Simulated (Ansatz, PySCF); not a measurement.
C3H8N (SMILES C[CH]NC), doublet, geometry from GFN2-xTB. Base run: PySCF with CASSCF(5,7)/6-31G.

Here is a job for PySCF.
```python
from pyscf import gto, scf, mcscf
import numpy

mol = gto.M(
    atom='''
C     1.341791    0.824817    0.333674
C     0.803040   -0.325119   -0.438862
N    -0.579912   -0.483520   -0.584170
C    -1.456909   -0.138659    0.507845
H     1.044644    0.774975    1.383040
H     2.427855    0.811949    0.287835
H     1.000158    1.793817   -0.055895
H     1.365356   -0.683104   -1.285854
H    -0.819063   -1.366454   -1.017383
H    -1.278509   -0.736502    1.412678
H    -2.488411   -0.288548    0.190895
H    -1.320175    0.912274    0.757929
''',
    basis='6-31g',
    charge=0,
    spin=1,
    verbose=4,
)

mf = scf.ROHF(mol)
mf.kernel()
mc = mcscf.CASSCF(mf, 7, 5)
mc.fix_spin_(ss=0.75)
mc.kernel()
occ = numpy.linalg.eigvalsh(mc.fcisolver.make_rdm1(mc.ci, mc.ncas, mc.nelecas))[::-1]
ss = mc.fcisolver.spin_square(mc.ci, mc.ncas, mc.nelecas)[0]
print('natural occupations', occ.round(4), ' <S^2>', round(ss, 4))
```

Programs used: Ansatz (a quantum-chemistry and plane-wave program), PySCF; a row that names a program was run with it.

The base run was repeated with changes; each row names its change, and settings that it needs were set with it.

```csv
change,ΔE vs base (mEh),natural occupations,<S^2> of the state
base,0.000,1.98 1.98 1.00 0.02 0.02 0.00 0.00,0.75
"active space = 5 electrons, 5 orbitals",4.431,1.99 1.98 1.00 0.02 0.01,0.75
code = ansatz,-5.724,-,-
orbitals = fixed (CASCI),43.136,2.00 2.00 1.00 0.00 0.00 0.00 0.00,0.75
orbitals = fixed (CASCI); correction = SC-NEVPT2,-329.9,2.00 2.00 1.00 0.00 0.00 0.00 0.00,0.75
conv_tol = 1e-5,0.000,1.98 1.98 1.00 0.02 0.02 0.00 0.00,0.75
fix_spin_ = off,-3.081,1.98 1.98 1.00 0.02 0.02 0.00 0.00,0.75
"active space = 7 electrons, 5 orbitals",23.574,2.00 2.00 1.98 1.00 0.02,0.75
solver = newton,0.000,1.98 1.98 1.00 0.02 0.02 0.00 0.00,0.75
"active space = 5 electrons, 4 orbitals",23.855,2.00 1.98 1.00 0.02,0.75
"active space = 5 electrons, 6 orbitals",8.479,1.99 1.98 1.00 0.02 0.01 0.00,0.75
```

Active orbitals are taken around the Fermi level unless the row says otherwise; CASSCF can end in different local minima, and two programs can end on different orbitals. State-averaged rows give the lowest state.

Open shells are given as the SCF converged; they aren't shown to be the lowest states, and a large step between rows can be another state.
